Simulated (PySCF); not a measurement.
A structure optimised at ωB97X-D3(BJ)/def2-SVP, used in a PySCF frequency run:

```xyz
13

Si     2.3217    -0.3874    -0.1508
N      3.0202     1.1181     0.3231
C      0.4782    -0.2513    -0.1002
C     -0.7393    -0.1697    -0.0536
B     -2.2952    -0.0600     0.0000
O     -3.0860    -1.1446    -0.2171
O     -2.9075     1.1248     0.2666
H      2.7678    -0.6657    -1.5430
H      2.6662    -1.5637     0.7044
H      2.8256     1.5278     1.2300
H      3.9380     1.3826    -0.0167
H     -2.5750    -1.9405    -0.3949
H     -2.2772     1.8404     0.3964
```

Task: Write its SMILES and formula.

Result: N[SiH2]C#CB(O)O, C₂H₆BNO₂Si

Task: What are its rotational constants (standard atomic weights)?

Result: 5.9039, 0.73407, 0.65956 GHz
